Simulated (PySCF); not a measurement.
C6H15BO2.
SMILES with atom numbers: `[CH3:1][O:2][BH:3][O:4][CH2:5][C:6]([CH3:7])([CH3:8])[CH3:9]` (hydrogens: H10, H11, H12 on C1; H13 on B3; H14, H15 on C5; H16, H17, H18 on C7; H19, H20, H21 on C8; H22, H23, H24 on C9)

Cartesian coordinates in Å at the PBE0-D3(BJ)/def2-SVP level; atoms count from 1:
```
atom  x, y, z in Å
C1     3.626    0.031   -0.467
O2     3.026   -1.236   -0.350
B3     1.697   -1.415   -0.501
O4     0.893   -0.359   -0.780
C5    -0.500   -0.488   -0.920
C6    -1.260    0.237    0.195
C7    -0.886   -0.363    1.551
C8    -2.754    0.042   -0.064
C9    -0.911    1.725    0.169
H10    3.046    0.702   -1.119
H11    4.636   -0.098   -0.885
H12    3.721    0.504    0.524
H13    1.258   -2.537   -0.385
H14   -0.786   -1.556   -0.931
H15   -0.784   -0.055   -1.895
H16   -1.446    0.129    2.361
H17   -1.114   -1.440    1.588
H18    0.187   -0.235    1.762
H19   -3.050    0.458   -1.041
H20   -3.352    0.549    0.709
H21   -3.029   -1.025   -0.053
H22    0.172    1.873    0.292
H23   -1.210    2.186   -0.786
H24   -1.427    2.263    0.980
```

Computed with PBE0-D3(BJ)/def2-SVP geometry optimisation, gas phase (PySCF).

Take the most abundant isotopes and a rigid rotor. The values belong to one conformer with, in the numbering `[CH3:1][O:2][BH:3][O:4][CH2:5][C:6]([CH3:7])([CH3:8])[CH3:9]`, C1–O2–B3–O4 0°, O2–B3–O4–C5 -179°, B3–O4–C5–C6 113°.

**Question.** What are A, B and C (cm⁻¹)?

**Answer.** Ia = 154.22, Ib = 647.71, Ic = 672.82 u·Å²; 505379 MHz·u·Å²/I gives 3277, 780.3 and 751.1 MHz, that is A = 0.10931, B = 0.02603, C = 0.02506 cm⁻¹.

**Question.** What kind of rotor is it?

**Answer.** A near-prolate asymmetric top: κ = (2 × 780.3 − 3277 − 751.1)/(3277 − 751.1) = -0.98.

**Question.** Is it planar, by Δ = Ic − Ia − Ib?

**Answer.** Not planar: Δ = Ic − Ia − Ib = -129.10 u·Å². For a rigid frame Δ = −2 Σ m c², so Σ m c² = 64.55 u·Å² lies off the ab plane: 20.63 from hydrogen and 43.92 from heavier atoms. The atom farthest from that plane is 2.19 Å away.

**Question.** Give the other two planar moments, Paa and Pbb, and the rms extents of the mass along the axes.

**Answer.** Paa = Σ m a² = (Ib + Ic − Ia)/2 = 583.16 and Pbb = Σ m b² = (Ia + Ic − Ib)/2 = 89.67 u·Å². With the mass M = 130.12 u, the rms extents √(P/M) along a, b and c are 2.12, 0.83, 0.70 Å.

**Question.** Which lines would a microwave search look for?

**Answer.** The dipole components are |μa| = 1.20 D, |μb| = 0.99 D, |μc| = 0.41 D. Intensities carry the squares of the components, which stand as 1.00 : 0.68 : 0.12 (a : b : c). Some lines, for components of 0.1 D or more:

| type | branch | J(Ka,Kc) | MHz | lower level (cm⁻¹) |
| --- | --- | --- | --- | --- |
| a | Q | 5(1,4) ← 5(1,5) | 437 | 0.843 |
| a | R | 2(1,1) ← 1(1,0) | 3092 | 0.135 |
| a | R | 4(1,3) ← 3(1,2) | 6183 | 0.393 |
| a | R | 5(2,3) ← 4(2,2) | 7661 | 0.846 |
| c | R | 4(1,3) ← 3(0,3) | 8783 | 0.306 |
| b | R | 2(2,1) ← 1(1,0) | 10582 | 0.135 |
| b | R | 2(2,0) ← 1(1,1) | 10612 | 0.134 |
| b | R | 4(2,2) ← 3(1,3) | 13751 | 0.387 |
| b | R | 3(3,0) ← 2(2,1) | 17151 | 0.488 |
| b | Q | 5(4,2) ← 5(3,3) | 17579 | 1.520 |
| c | Q | 4(4,1) ← 4(3,1) | 17579 | 1.265 |
| b | Q | 5(5,1) ← 5(4,2) | 22602 | 2.107 |
| c | R | 4(4,0) ← 3(3,0) | 23705 | 1.060 |
| b | R | 5(5,0) ← 4(4,1) | 30260 | 1.851 |

**Question.** Estimate the classical rotational partition function at 25 K, 50 K and 298.15 K.

**Answer.** Point group C1, symmetry number σ = 1; q = (√π/σ)·√((kT/h)³/(ABC)), k/h = 20836.6 MHz/K: 15200 at 25 K, 43000 at 50 K, 626000 at 298.15 K.

No frequency check. These are rigid-rotor constants of the computed structure; measured ground-state constants (B0) also hold zero-point vibration. A rigid rotor knows nothing of internal rotation, which can split or shift real lines. Quadrupole hyperfine structure (11B) is left out.
